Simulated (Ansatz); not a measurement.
Input file for Ansatz (a quantum-chemistry and plane-wave program): U-B97M-V/def2-TZVPP on TiGe, 2S+1 = 5, a spin state set in the input, which need not be the lowest, a point of a bond scan (R = 2.489 Å).

Ansatz 0.2 input:
```yaml
crystal:
  periodic: [false, false, false]
  atoms:
    - {symbol: Ti, position_ang: [0.00000000, 0.00000000, 0.00000000]}
    - {symbol: Ge, position_ang: [0.00000000, 0.00000000, 2.48947700]}
basis:
  gaussian:
    orbitals: def2-TZVPP
    pivot_positions_ang: [[0.00000000, 0.00000000, 0.00000000], [0.00000000, 0.00000000, 2.48947700]]
hamiltonian:
  xc: {name: B97M-V}
magnetization: {spin_polarized: true, initial_magnetization: 4}
output: {forces: true, orbitals: {seedname: ./end}}
```

It printed:

```
WARN ansatz: RAYON_NUM_THREADS=1 ignored (pool sized by the plan → 1); use --threads N
Functional definition: B97M-V
integrals: 0.05 GiB planned
790 factors; their error is unknown
mean field: 0.55 GiB planned
mean field evaluation 1: about -79570.4707 eV, gradient 1.0e2 eV
mean field evaluation 2: about -79295.1141 eV, gradient 2.2e2 eV
mean field evaluation 4: about -79600.7173 eV, gradient 5.5e1 eV
mean field evaluation 8: about -79612.8207 eV, gradient 8.4e0 eV
mean field evaluation 16: about -79613.4873 eV, gradient 3.2e-2 eV
mean field evaluation 32: about -79612.3257 eV, gradient 4.9e0 eV
mean field evaluation 64: about -79612.6519 eV, gradient 1.1e-2 eV
mean field evaluation 96: about -79612.0814 eV, gradient 8.8e0 eV
mean field evaluation 128: about -79612.9376 eV, gradient 4.6e0 eV
mean field evaluation 160: about -79612.4690 eV, gradient 4.4e-1 eV
mean field -79613.47475403 eV, -2925.7412332592 hartree, gradient 1.7e-5 eV, S^2 6.032714; 9 other end points of the search recorded, 0 dependent functions left out
the calculation of the forces begins
reference -79613.47480163 eV, -2925.7412350084 hartree; 29, 25 occupied and 83, 87 virtual orbitals, 790 factors
Total energy: -79613.47480163 eV, -2925.7412350084 hartree
Atom 0 at     0.000000     0.000000     0.000000 Å, force     0.000000    -0.000000    -0.132895 eV/Å
Atom 1 at     0.000000     0.000000     2.489477 Å, force     0.000000    -0.000000     0.132895 eV/Å
Dipole moment:     0.000000    -0.000000    -0.636837 e Å
```

The run converged.

Cost: roughly 90 core-seconds.
